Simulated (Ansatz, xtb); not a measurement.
## A ladder of methods for GaH2Cl (SMILES [Cl][GaH2])

GaH2Cl, singlet, SMILES `[Cl][GaH2]`. Each level relaxes the structure for itself.

Quantity: the highest harmonic wavenumber at each level's own minimum, in cm⁻¹. The values are calculated.

```
                             level                 kind  program  value (cm⁻¹)
                          GFN1-xTB       semi-empirical      xtb          2041
                         HF/STO-3G         Hartree–Fock   Ansatz          2482
                          HF/3-21G         Hartree–Fock   Ansatz          1982
   HF/6-31G* (Cartesian functions)         Hartree–Fock   Ansatz          2070
                      PBE/def2-SVP                  GGA   Ansatz          1961
B3LYP/6-31G* (Cartesian functions)        global hybrid   Ansatz          1988
                  PBE0/aug-cc-pVDZ        global hybrid   Ansatz          2027
  MP2/6-31G* (Cartesian functions)  perturbation theory   Ansatz          2039
```

All-electron rows without a relativistic Hamiltonian named are non-relativistic. Harmonic and unscaled. The values span 1961 to 2482 cm⁻¹. In the correlated wave-function rows the outer d shell of Ga is correlated, in sets not made for it. Without the sets that lack polarisation functions the rows with a basis span only 1961 to 2070 cm⁻¹.
